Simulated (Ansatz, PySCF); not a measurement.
C₄H₁₀Si₂, SMILES C#C[SiH2][SiH2]CC. Atoms are numbered in the order given.

```xyz
16

C      2.3664     0.7081    -1.5583
C      1.7957     0.7314    -0.4823
Si     0.8533     0.6888     1.0987
Si    -0.7389    -1.0341     0.8902
C     -1.4940    -0.9589    -0.8476
C     -2.1169     0.3975    -1.2001
H      2.8789     0.6961    -2.5029
H      1.8001     0.4630     2.2290
H      0.1991     2.0162     1.2942
H     -0.0690    -2.3510     1.1156
H     -1.7929    -0.8617     1.9382
H     -0.6887    -1.2063    -1.5608
H     -2.2417    -1.7668    -0.9323
H     -2.5658     0.3871    -2.2066
H     -1.3619     1.2007    -1.1890
H     -2.9101     0.6800    -0.4885
```
Charge 0, spin multiplicity 1.

Geometry: B3LYP-D3(BJ)/def2-SVP. This is a generated structure with no PubChem entry under its InChIKey; it may be hypothetical. One conformer was computed; it need not be the lowest.

Two levels are set side by side: PBE-D3(BJ)/def2-SVP (Ansatz, a program for electronic structure) and B3LYP-D3(BJ)/def2-SVP (Ansatz). Each level has its own optimised geometry; the coordinates shown are those of the second. Frequencies come from the Hessian of PySCF at each geometry. Differences are taken from unrounded values.

```
quantity                            B3LYP-D3(BJ)  PBE-D3(BJ)  PBE-D3(BJ) minus B3LYP-D3(BJ)
----------------------------------  ------------  ----------  -----------------------------
mean bond length (Å)                       1.427       1.435                          0.008
bond C1–C2 (Å)                             1.218       1.230                          0.012
bond C2–Si3 (Å)                            1.841       1.842                          0.001
bond Si3–Si4 (Å)                           2.355       2.360                          0.004
bond Si4–C5 (Å)                            1.896       1.903                          0.006
bond C5–C6 (Å)                             1.534       1.534                          0.000
bond C1–H7 (Å)                             1.075       1.082                          0.008
bond Si3–H8 (Å)                            1.492       1.505                          0.013
bond Si3–H9 (Å)                            1.493       1.506                          0.014
bond Si4–H10 (Å)                           1.495       1.508                          0.013
bond Si4–H11 (Å)                           1.496       1.509                          0.013
bond C5–H12 (Å)                            1.104       1.112                          0.008
bond C5–H13 (Å)                            1.104       1.112                          0.008
bond C6–H14 (Å)                            1.102       1.110                          0.008
bond C6–H15 (Å)                            1.102       1.110                          0.008
bond C6–H16 (Å)                            1.102       1.110                          0.007
highest harmonic wavenumber (cm⁻¹)          3456        3390                            -66
mean harmonic wavenumber (cm⁻¹)             1241        1205                            -36
zero-point energy (kcal/mol)               74.51       72.35                          -2.15
```

Exact exchange shortens and stiffens bonds; PBE has none. Differences between two approximate levels are no errors against the true value.
